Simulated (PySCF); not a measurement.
Species: C5H5FO2.
Bonds: O1–C2 (double), C2–C3, C3–C4, C4–C5, C5–F6, C5–C7 (double), C7–O8, C2–O8. Hydrogens: H9, H10 on C3; H11, H12 on C4; H13 on C7.

Level of theory: PySCF 2.14.0, HF/def2-SVP geometry optimisation, gas phase.

(1) List the bond lengths, angles and torsions at this level.

Results:

(1) 
```
          bond  length (pm)
         O1=C2        117.4
         C2–C3        151.3
         C3–C4        152.9
         C4–C5        149.1
         C5–F6        132.2
         C5=C7        131.5
         C7–O8        136.5
         C2–O8        134.3
 C3–H9, C3–H10        109.0
C4–H11, C4–H12        109.2
        C7–H13        107.8
```

Bonds in one row agree within 1 pm and their mean is given. A selection of angles:
```
   angle  degrees
O1–C2–C3    124.3
O1–C2–O8    119.7
C3–C2–O8    116.0
C2–C3–C4    113.7
C3–C4–C5    108.3
C4–C5–F6    116.8
C4–C5–C7    122.7
F6–C5–C7    120.5
C5–C7–O8    122.3
C2–O8–C7    122.3
```

Dihedral angles: O1–C2–C3–C4 -145° (anticlinal); C2–C3–C4–C5 -42° (synclinal); C3–C4–C5–F6 -156° (antiperiplanar); C4–C5–C7–O8 3° (synperiplanar); C5–C7–O8–C2 -11° (synperiplanar); O1–C2–O8–C7 172° (antiperiplanar). The mirror-image conformer, all signs reversed, is as good.

The C–O distances run from 1.174 Å (O1=C2, drawn double) to 1.365 Å (C7–O8, drawn single), a spread of 0.191 Å. O8 (ester single-bonded oxygen) is bent (angle 122.3°). The 4 C–C bonds span 1.315 Å (C5=C7, drawn double) to 1.529 Å (C3–C4, drawn single), a spread of 0.214 Å. The 6-membered ring C2–C3–C4–C5–C7–O8 has internal angles of 108.3° to 122.7° (sum 705°, against 720° for a flat polygon); it is puckered, 0.16 Å rms from its mean plane, widest ring torsion 42°.

Point group: C1 (no symmetry element, even within 0.4 Å). Not checked by HF/def2-SVP frequencies. The numbers are those of one conformer.
